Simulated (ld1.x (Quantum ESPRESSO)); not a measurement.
# What one change does to a pseudopotential (selenium, PAW)

```json
{"Element": "Se (Z = 34)", "Generator": "ld1.x (Quantum ESPRESSO) 7.5", "Type": "PAW", "Functional": "PBE", "Relativity": "scalar-relativistic", "Frozen core": "[Ar]", "Valence charge": "16", "Reference configuration": "3d10 4s2 4p3.5 (charge +0.5)", "Partial waves": "4s (bound): rcut 1.65, rcutus 1.80 bohr; 4s channel at -0.75 Ry: rcut 1.65, rcutus 1.80 bohr; 4p (bound): rcut 1.05, rcutus 1.40 bohr; 4p channel at 0.85 Ry: rcut 1.05, rcutus 1.40 bohr; 3d (bound): rcut 0.65, rcutus 0.80 bohr; 3d channel at -2.7 Ry: rcut 0.65, rcutus 0.80 bohr", "Local potential": "all-electron potential smoothed inside 1.00 bohr (lloc = -1)", "Core correction": "Bessel-smoothed model core, default radius (core density twice the valence density)", "Augmentation charge": "BG, radius 0.70 bohr"}
```

Change: local potential all-electron potential smoothed inside 1.75 bohr (lloc = -1).

Cutoffs: the cutoffs (Ry, on a coarse ladder) from which the occupation-weighted sum of valence levels, in a spherical-Bessel basis at the reference potential, stays within 10 and 1 mRy of its value at 400 Ry; they do not see the model core or the augmentation charge, which bear on the density cutoff. Errors are all-electron minus pseudo energies relative to the spin-unpolarised reference configuration.

Problem. Predict the effect on cutoff, ghosts and configuration errors.

Solution. The bound ghost in p, s disappears; of the 7 tests that both files solve, the error grows in 0 and shrinks in 6 by more than 15 % and 0.3 meV (median size 30.9 → 13.6 meV); the range in which the p phases agree narrows (upper end at the end of the scan → 3.5). A state that the projectors do not describe sees the local part alone, so a deeper or shallower local part can create or remove a ghost.

```csv
quantity,base,changed
"cutoff, loose",260 Ry,260 Ry
"cutoff, tight",over 300 Ry,over 300 Ry
bound ghosts,"s, p",none
"error for 3d10 4s2 4p4, meV [ΔE -4.31 eV]",+0.8,+0.9
"error for 3d10 4s2 4p3, meV [ΔE 6.54 eV]",-1.2,-0.8
"error for 3d10 4s2 4p2, meV [ΔE 26.88 eV]",-5.8,-1.0
"error for 3d10 4s2 4p0, meV [ΔE 99.94 eV]",-31,+15
"error for 3d10 4s1 4p4, meV [ΔE 18.07 eV]",+69,+30
"error for 3d10 4s1 4p5, meV [ΔE 6.57 eV]",+74,+35
"error for 3d9 4s2 4p4, meV [ΔE 59.78 eV]",-585,+14
s: phases at 1.95 bohr within 0.05 rad from the reference energy up to (Ry; the scan ends near 5),to the end of the scan,4.7
p: phases at 1.95 bohr within 0.05 rad from the reference energy up to (Ry; the scan ends near 5),to the end of the scan,3.5
d: phases at 1.95 bohr within 0.05 rad from the reference energy up to (Ry; the scan ends near 5),to the end of the scan,to the end of the scan
lowest overlap eigenvalue by channel,"s 0.20, p 0.65, d 0.91","s 0.37, p 0.65, d 1.00"
```

Base: ld1.x warns that Blöchl-style (BG) augmentation functions are not a good idea. Changed file: ld1.x warns that Blöchl-style (BG) augmentation functions are not a good idea. A true bound ghost makes a file unfit for plane-wave use even where its test errors are small: the radial tests pick states by their node count and pass the ghost by.
